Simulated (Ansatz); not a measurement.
Reaction (formal exchange of groups at a C–F bond): `F[CH2][AlH][GaH2]` + SiH₄ → `[SiH3][CH2][AlH][GaH2]` + H–F

Computed with Ansatz on PBE0-D4/def2-TZVP structures; ΔE is electronic, products minus reactants. CCSD(T)/CBS is the MP2 limit (def2-TZVPP, def2-QZVPP) plus CCSD(T) − MP2 in def2-TZVPP, frozen cores. This one scheme is used for every species. Functionals use def2-TZVPP. HSE06 is defined as in plane-wave codes. For Ga outer-core shells are correlated without core-valence functions, which leaves a few kJ/mol of doubt a bond. Scalar relativity is left out up to krypton. One conformer a species, not always the lowest.

`F[CH2][AlH][GaH2]`:

```xyz
9

F    -0.013   -0.857    1.848
C    -0.177   -1.554    0.638
Al   -0.091   -0.287   -0.890
Ga    0.275    2.133   -0.315
H    -1.134   -2.089    0.694
H     0.601   -2.327    0.595
H    -0.260   -0.914   -2.347
H     1.716    2.766   -0.186
H    -0.917    3.129   -0.037
```

SiH₄:

```xyz
5

Si    0.000    0.000    0.000
H     0.852    1.092    0.534
H     0.357   -0.258   -1.418
H    -1.428    0.399    0.087
H     0.219   -1.233    0.797
```

`[SiH3][CH2][AlH][GaH2]`:

```xyz
12

Si   -0.071    1.336   -0.572
C     0.089   -0.268   -1.484
Al   -0.342   -1.663   -0.149
Ga    0.167   -0.574    2.052
H    -1.494    1.695   -0.338
H     0.645    2.512   -1.136
H     0.526    1.161    0.819
H    -0.490   -0.289   -2.411
H     1.145   -0.417   -1.750
H    -0.889   -3.088   -0.603
H     1.642   -0.522    2.616
H    -0.928    0.115    2.956
```

H–F:

Z-matrix (Å, degrees):
```
F
H 1 0.920
```

Problem. Is it downhill or uphill in electronic energy at CCSD(T)/CBS, and by how much? (Best estimate.)

Solution. Computed: Downhill: ΔE = -133.5 kJ/mol.

Problem. What do these levels give: PBE-D4, BLYP-D4, ωB97X-V, PBE-QIDH, revPBE, PBE0, r2SCAN0, HSE06, LC-ωPBE, RPA@PBE/def2-TZVPP, CCSD(T)/def2-TZVPP, HF/CBS(def2)? (Best estimate.)

Solution. Ansatz gave: PBE-D4 -124.3, BLYP-D4 -103.8, ωB97X-V -110.7, PBE-QIDH -134.3, revPBE -102.6, PBE0 -120.5, r2SCAN0 -127.1, HSE06 -120.7, LC-ωPBE -117.9, RPA@PBE/def2-TZVPP -112.2, CCSD(T)/def2-TZVPP -127.6, HF/CBS(def2) -76.3 kJ/mol.

Largest T1 diagnostic among the species: 0.013.

From r2SCAN to r2SCAN0 (25 % exact exchange), in def2-TZVPP and without D4, ΔE moves by −3.9 kJ/mol. At CCSD(T), def2-SVP lies +34.5 kJ/mol from the extrapolated value and def2-TZVPP +5.9 kJ/mol. Leaving LDA and LC-ωPBE aside and taking each functional with its dispersion term where it has one, the values spread over 30.4 kJ/mol, from PBE-QIDH to BLYP-D4. LDA lies −26.2 kJ/mol from PBE without D4.
